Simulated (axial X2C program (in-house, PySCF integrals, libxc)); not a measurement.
**Low determinants of RuH⁻ at the PBE0 level, spin-free**

Computed with an in-house all-electron X2C program for linear molecules (integrals from PySCF). Spin-free means the one-electron spin-free X2C Hamiltonian. Basis: Ru dyall-acv3z [13s13p9d5f3g], H dyall-av3z [7s3p2d] (cores contracted in-house); Gaussian nuclei, density fitting, unrestricted open shells. Masses: Ru 101.904 u, H 1.008 u.

Search at 1.570 Å (vertical energies from the lowest determinant):

```tsv
ΔE (eV)	state	electrons beyond evenly filled partner blocks	electrons in σ, π, δ, φ
0.00	M_S = 1, Λ = 0	δ+α, δ-α	20 20 6 0
0.28	M_S = 1, Λ = 3	π+α, π+β, π-α, δ+α, δ+β, δ-α	20 19 7 0
0.38	M_S = 2, Λ = 0	2 × σα, δ+α, δ-α	20 20 6 0
0.41	M_S = 1, Λ = 1	π+α, π-α, π-β, δ+α, δ+β, δ-α	20 19 7 0
0.68	M_S = 2, Λ = 1	σα, π+α, δ+α, δ-α	19 21 6 0
0.71	M_S = 1, Λ = 2	σα, δ+α, δ+β, δ-α	19 20 7 0
0.74	M_S = 1, Λ = 1	σα, π+β, δ+α, δ-α	19 21 6 0
```

Lowest determinant, M_S = 1, Λ = 0 (beyond evenly filled blocks: δ+α, δ-α): Re = 1.587 Å, ωe = 1860.3 cm⁻¹.

The determinant in row 2 of the search, M_S = 1, Λ = 3 (beyond evenly filled blocks: π+α, π+β, π-α, δ+α, δ+β, δ-α), was followed along the bond at PBE0; measured from the minimum of the lowest determinant it gives:

Te = 0.272 eV (2191 cm⁻¹), Re = 1.609 Å, ωe = 1804.7 cm⁻¹.

Q: Compare the bond of the determinant in row 2 with that of the lowest one.

A: At PBE0 its Re is 0.022 Å longer and its force constant, which goes as ωe², is 0.94 times that of the lowest determinant. This determinant mixes spin states, so it has no term energy of its own.

The search compares states at one distance, so a state with another bond length can lie lower; it is not exhaustive and yields mostly the lowest determinant of each block pattern, so other components and higher states of one pattern are missing. These are energies of single determinants, not of spin-adapted states; PBE0 term energies can be off by some tenths of an eV, and the functional has no current term. The lowest determinant need not be the ground state where others lie within half an eV. For an anion, determinants above electron detachment are held by the basis set. The highest occupied level of some functionals is positive through self-interaction error; at Hartree–Fock it is bound. Row 1 is spin-contaminated (⟨S²⟩ = 2.42 against 2.00), so its values are not those of a pure state. Row 2 is spin-contaminated (⟨S²⟩ = 2.32 against 2.00), so its values are not those of a pure state. Row 1 has a positive highest level at its minimum. Row 2 has a positive highest level at its minimum.
